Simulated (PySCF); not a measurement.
A GIAO shielding run with PySCF 2.14.0 with density-fitted response routines (density fitting, non-relativistic, gas phase) on SMILES CC(C)[SiH2]CC[SiH2][SiH3], C$_{5}$H$_{18}$Si$_{3}$:

```
$ OMP_NUM_THREADS=1 python probes_run.py task.json out

{"job": {"kind": "nmr", "xc": "PBE0", "basis": "pcSseg-1"}, "charge": 0, "multiplicity": 1}
C     -2.674274    -0.108921     1.537727
C     -2.662037     0.003428     0.015382
C     -2.569907     1.469077    -0.401047
Si    -1.268991    -1.046458    -0.767141
C      0.431364    -0.576394    -0.053210
C      1.580637    -1.249194    -0.802494
Si     3.275726    -0.832892    -0.032642
Si     3.527366     1.458827     0.130784
H     -1.758004     0.300281     1.959096
H     -3.514396     0.443433     1.958498
H     -2.762110    -1.147377     1.849644
H     -3.616682    -0.385996    -0.353792
H     -3.394888     2.042965     0.020609
H     -1.640060     1.911356    -0.048747
H     -2.607321     1.565347    -1.483853
H     -1.530717    -2.468290    -0.496444
H     -1.265710    -0.826624    -2.220673
H      0.479557    -0.861099     1.000160
H      0.573589     0.507007    -0.085937
H      1.422292    -2.328840    -0.809681
H      1.556087    -0.935307    -1.847853
H      3.325730    -1.497311     1.280565
H      4.312293    -1.483956    -0.849203
H      2.900467     2.179245    -0.984223
H      4.932627     1.873022     0.149810
H      2.926319     2.017284     1.347938
```

Hardware: 1 thread of an Arm Neoverse V2, shared host. The job also computes population analyses, field gradients.

Q: How large is the calculation?

A: 90 electrons, 247 basis functions and 1350 auxiliary functions.

Q: How long does it take, and how much memory does it need?

A: 58 s of wall time, with 12 SCF cycles and 4 response iterations; peak memory 1.2 GiB. Times on a shared host scatter by some tens of per cent.
